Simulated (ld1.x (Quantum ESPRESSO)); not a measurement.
## u(r) = r·R(r): atom against pseudo-atom (Co (Z = 27))

Columns: radius, all-electron u(r) and pseudo u(r) of the 3d shell (level -8.46 eV) of cobalt in the configuration [Ne] 3s2 3p6 3d7 4s2 4p0; LDA (PZ), scalar-relativistic, RRKJ scheme, ld1.x (Quantum ESPRESSO) 7.5.

```tsv
r (bohr)	all-electron	pseudo
0.062	0.0262	0.0051
0.125	0.1322	0.0400
0.188	0.2890	0.1249
0.250	0.4541	0.2608
0.312	0.6048	0.4343
0.375	0.7308	0.6221
0.438	0.8257	0.7910
0.500	0.8901	0.9162
0.562	0.9293	0.9915
0.625	0.9479	1.0204
0.688	0.9498	1.0132
0.750	0.9395	0.9849
0.812	0.9203	0.9471
0.875	0.8945	0.9069
0.938	0.8644	0.8685
1.000	0.8321	0.8330
1.062	0.7984	0.7985
1.125	0.7636	0.7636
1.188	0.7288	0.7288
1.250	0.6950	0.6950
1.312	0.6619	0.6619
1.375	0.6293	0.6293
1.438	0.5979	0.5979
1.500	0.5682	0.5682
1.562	0.5398	0.5398
1.625	0.5122	0.5122
```

(1) How many radial nodes do the two functions have?

(2) At about which radius was the pseudo-wave matched?

(3) Where does each function peak?

(4) Is the pseudo-wave norm-conserving?

Results:

(1) The all-electron 3d function has n − l − 1 = 0; the pseudo-wave has 0.

(2) 1.15 bohr. The columns agree to 0.0005 from 1.06 bohr on; several derivatives are matched, so the curves merge somewhat inside the radius.

(3) Outermost all-electron maximum near 0.69 bohr, pseudo maximum near 0.62 bohr (to the table’s step).

(4) Yes: the RRKJ scheme keeps the norm inside the radius equal to the all-electron one, which fixes the energy derivative of the logarithmic derivative at the level.
